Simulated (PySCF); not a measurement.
SMILES s1c(-c2ccccc2)ncc1, GFN2-xTB optimised geometry.

```
18

C     -1.41    -2.96     0.00
C     -2.10    -1.76     0.00
C     -1.42    -0.56     0.00
C     -0.02    -0.55     0.00
C      0.68     0.71     0.00
N      0.11     1.87     0.00
C      1.00     2.88     0.00
C      2.31     2.51     0.00
S      2.44     0.80     0.00
C      0.67    -1.77     0.00
C     -0.02    -2.96     0.00
H     -1.95    -3.89     0.00
H     -3.18    -1.76     0.00
H     -1.94     0.38     0.00
H      0.63     3.89     0.00
H      3.18     3.13     0.00
H      1.75    -1.77     0.00
H      0.52    -3.89     0.00
```

Density from PBE0/def2-SVP in PySCF at that geometry.

Minimum of the electron density along straight lines between bonded atoms, close to the bond critical point (lines longer than 1.1 times the sum of covalent radii, or with two minima, are not listed):

```tsv
bond	length / Å	ρ at the minimum / e bohr⁻³	∇²ρ there / e bohr⁻⁵	position (fraction from the first atom)
C1–C2	1.387	0.311	-0.80	0.50
C2–C3	1.380	0.314	-0.81	0.50
C3–C4	1.397	0.305	-0.77	0.49
C4–C5	1.444	0.282	-0.71	0.48
C5–N6	1.291	0.373	-0.90	0.35
N6–C7	1.346	0.333	-0.96	0.65
C7–C8	1.360	0.323	-0.81	0.49
C5–S9	1.765	0.200	-0.37	0.46
C8–S9	1.716	0.217	-0.47	0.47
C4–C10	1.395	0.307	-0.77	0.50
C1–C11	1.386	0.311	-0.80	0.50
C10–C11	1.381	0.313	-0.81	0.50
C1–H12	1.080	0.284	-1.08	0.63
C2–H13	1.080	0.284	-1.08	0.63
C3–H14	1.078	0.287	-1.13	0.64
C7–H15	1.075	0.288	-1.14	0.64
C8–H16	1.071	0.286	-1.12	0.64
C10–H17	1.081	0.283	-1.07	0.63
C11–H18	1.080	0.284	-1.08	0.63
```
